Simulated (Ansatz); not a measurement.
Diatomic GeSe+, multiplicity 2 (lowest of 2S+1 = 2, 4 at CCSD(T)/def2-TZVPP on PBE0 minima; our sources give no spin for the ground state, which may be another). No spin–orbit coupling. Ge is treated without relativity. Se is treated without relativity.

Seven points along R, fitted to fifth degree in 1/R; most abundant isotopes. In def2 and cc sets the state is the lowest found near the PBE0 minimum, followed along R.

Correlated levels freeze the inner cores; with def2 sets outer-core shells near the valence are correlated too.

Run with Ansatz (a first-principles code) with Gaussian orbitals. Each number belongs to the level named beside it.

Energies at B2PLYP/def2-TZVPP:

```tsv
R (Å)	E (hartree)
2.132463	-4477.49267708
2.189787	-4477.49857955
2.242526	-4477.50154296
2.302143	-4477.50259990
2.361760	-4477.50171487
2.430549	-4477.49882385
2.510803	-4477.49356645
```

Task: With a reduced mass of 38.4010 u, find the minimum, the force constant and the constants.

Result: A fifth-degree polynomial in 1/R puts the minimum at r_e = 2.3024 Å with force constant 237 N/m. Then ω_e = (1/2πc)√(k/μ) = 324 cm⁻¹ and B_e = h/(8π²cμr_e²) = 0.08281 cm⁻¹; the cubic and quartic terms give α_e = 0.00026 and ω_e x_e = 0.72 cm⁻¹.
